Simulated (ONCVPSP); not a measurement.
## gold, ONCV: configuration errors across variants

```
Element                 : gold
Generator               : ONCVPSP 4.0.1
Type                    : optimised norm-conserving Vanderbilt (ONCV)
Functional              : PBEsol
Relativity              : scalar-relativistic
Frozen core             : [Xe] 4f14
Valence charge          : 11
Reference configuration : 5d10 6s1
Partial waves           : 6s: rc 2.05 bohr, ncon 4, nbas 8, qcut 2.9 1/bohr, 2 projectors, debl 1.3 Ha; p scattering state at 0.35 Ha: rc 1.95 bohr, ncon 3, nbas 7, qcut 3.9 1/bohr, 2 projectors, debl 2.5 Ha; 5d: rc 2.35 bohr, ncon 4, nbas 9, qcut 5.6 1/bohr, 1 projector
Local potential         : polynomial inside 1.50 bohr (lpopt 5, dvloc0 -1 Ha)
Core correction         : Teter function, fcfact 3.25, rcfact 1.75
```

All-electron excitation energies from the reference (eV): (1) 5d10 6s0 9.440; (2) 5d9 6s0 30.678; (3) 5d8 6s0 64.586; (4) 5d10 6s0.5 3.791.

A true bound ghost makes a file unfit for plane-wave use even where its test errors are small: the radial tests pick states by their node count and pass the ghost by.

Errors AE − PS in meV (a dash: test not solved or not reliable):

```json
{"change": "base", "(1)": "-46", "(2)": "-196", "(3)": "-542", "(4)": "-9.4", "bound ghosts": "s, p", "GHOST(+) flags above zero": "p"}
{"change": "d: rc 3.4", "(1)": "-61", "(2)": "-227", "(3)": "-307", "(4)": "-12", "bound ghosts": "s, p, d", "GHOST(+) flags above zero": "p"}
{"change": "d: nproj 2", "(1)": "-46", "(2)": "-180", "(3)": "-460", "(4)": "-9.3", "bound ghosts": "s, p", "GHOST(+) flags above zero": "p"}
```

Question: Give the same row for: d: qcut 8.3.

Answer: -53, -192, -561, -11; bound ghosts: s, p; GHOST(+) flags above zero: p.
